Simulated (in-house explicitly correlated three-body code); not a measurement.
Computed with an exponentially correlated three-body code. Model: two electrons around a point charge, non-relativistic, variational in 260 exponentially correlated functions (energies converged to about 1e-7 hartree, or 1e-8 relative for large Z).

Command:
```bash
python run_hyl.py task.json out
```
Settings (lengths in bohr, energies in hartree):
```
Z                      5
screening              0.175
interaction_strength   1
functions              260
states_tried           13
```

Time taken, with all properties: 42 s on 1 thread of Intel(R) Xeon(R) 6975P-C (Granite Rapids), on a shared host.

**Those bound S and P states to n = 4 that converged, binding against the one-electron ion.**

Given: nuclear charge 5; Yukawa screening of all interactions 0.175 1/bohr.

Computed: one-electron threshold -11.647457 hartree.

```tsv
term	energy (hartree)	binding (eV)
1 1S	-20.4973209	240.82
2 3S	-13.2570951	43.8
2 1S	-13.1066751	39.707
2 3P	-13.0879323	39.197
2 1P	-12.9962629	36.703
3 3S	?	?
3 1S	?	?
3 3P	-12.0160511	10.03
3 1P	-11.9933074	9.4111
4 3S	-11.7391105	2.494
4 1S	-11.7291072	2.2218
4 3P	-11.7213825	2.0116
4 1P	-11.7149927	1.8377
```

Problem. What belongs in the row 3 3S?

Solution. energy (hartree): -12.0632882; binding (eV): 11.315.

Problem. What belongs in the row 3 1S?

Solution. energy (hartree): -12.0281962; binding (eV): 10.36.

**Converged states only, values per electron or pair (inverse distances are <exp(-kr)/r>).**

```
term  mean r (bohr)  mean r squared (bohr²)  mean inverse r (1/bohr)  mean r12 (bohr)  mean inverse r12 (1/bohr)  mean cosine  mean p1 dot p2 (bohr⁻²)  delta r1 (bohr⁻³)  delta r12 (bohr⁻³)
1 1S        0.32497                 0.14238                   4.5132          0.48307                     2.6436    -0.026387                  0.55053             34.696              3.3031
2 3S        0.83718                  1.1614                   2.8575           1.4212                    0.67643   -0.0081674                 0.036752             21.504                   -
2 1S        0.88529                  1.3227                   2.8355           1.5049                    0.76613    -0.011151                 0.044349             21.322             0.48618
2 3P        0.76044                 0.95953                   2.8376           1.2838                    0.80013     -0.06397                  -1.2211             19.628                   -
2 1P              ?                       ?                        ?                ?                          ?            ?                        ?                  ?                   ?
3 3S         1.8352                  6.5201                   2.5599           3.3884                    0.24402   -0.0022795                0.0092253             20.266                   -
3 1S         1.9183                  7.1769                   2.5537           3.5518                    0.26302   -0.0030842                 0.011673             20.229             0.12455
3 3P         1.7996                  6.3453                   2.5535           3.3204                    0.26891    -0.014199                 -0.26007             19.808                   -
3 1P         1.8615                  6.8209                   2.5488           3.4366                    0.27565    0.0068598                   0.2597             19.867            0.029898
4 3S              ?                       ?                        ?                ?                          ?            ?                        ?                  ?                   -
4 1S         3.8082                  30.186                   2.4593           7.3235                   0.087963  -0.00091318                0.0034102             19.967            0.036132
4 3P          3.725                  29.053                   2.4584           7.1588                   0.088071   -0.0039019                -0.070627             19.845                   -
4 1P         3.8514                  31.129                   2.4564           7.4094                   0.088627    0.0018602                 0.071474             19.861           0.0086533
```

Problem. What belongs in the row 2 1P?

Solution. mean r (bohr): 0.79673; mean r squared (bohr²): 1.0657; mean inverse r (1/bohr): 2.8212; mean r12 (bohr): 1.3208; mean inverse r12 (1/bohr): 0.82753; mean cosine: 0.030665; mean p1 dot p2 (bohr⁻²): 1.1061; delta r1 (bohr⁻³): 19.907; delta r12 (bohr⁻³): 0.10517.

Problem. What belongs in the row 4 3S?

Solution. mean r (bohr): 3.6445; mean r squared (bohr²): 27.548; mean inverse r (1/bohr): 2.462; mean r12 (bohr): 6.9971; mean inverse r12 (1/bohr): 0.084297; mean cosine: -0.00068377; mean p1 dot p2 (bohr⁻²): 0.0026882; delta r1 (bohr⁻³): 19.978.

**Electric-dipole lines between converged S and P states, rate of the upper state's decay.**

```tsv
s state	p state	p minus s (eV)	oscillator strength from s	rate (1/s)
1 1S	2 1P	204.11	0.58962	3.5531e+11
1 1S	3 1P	231.41	0.11568	8.9599e+10
1 1S	4 1P	238.98	0.030446	2.515e+10
2 1S	2 1P	3.0045	0.13005	1.6979e+07
2 1S	3 1P	?	?	?
2 1S	4 1P	37.87	0.056418	1.1703e+09
3 1S	2 1P	?	?	?
3 1S	3 1P	0.94937	0.27745	3.617e+06
3 1S	4 1P	8.5227	0.22175	2.3298e+08
4 1S	2 1P	-34.481	-0.010905	5.6262e+08
4 1S	3 1P	-7.1893	-0.13532	3.0348e+08
4 1S	4 1P	0.38407	0.50762	1.0831e+06
2 3S	2 3P	4.6032	0.17763	5.4441e+07
2 3S	3 3P	33.771	0.25085	4.1379e+09
2 3S	4 3P	41.789	0.051402	1.2984e+09
3 3S	2 3P	-27.882	-0.073325	2.4735e+09
3 3S	3 3P	1.2854	0.3463	8.2757e+06
3 3S	4 3P	9.3037	0.192	2.4039e+08
4 3S	2 3P	-36.703	-0.011809	6.9026e+08
4 3S	3 3P	-7.5359	-0.15394	3.7934e+08
4 3S	4 3P	0.4824	0.5877	1.9782e+06
```

Problem. What belongs in the row 2 1S 3 1P?

Solution. p minus s (eV): 30.296; oscillator strength from s: 0.28766; rate (1/s): 3.819e+09.

Problem. What belongs in the row 3 1S 2 1P?

Solution. p minus s (eV): -26.342; oscillator strength from s: -0.066054; rate (1/s): 1.9889e+09.

**Static dipole response.**

| state | polarisability (bohr³) |
| --- | --- |
| 1 1S | 0.019776 |
| 2 1S | 11.029 |
| 2 3S | 6.4738 |
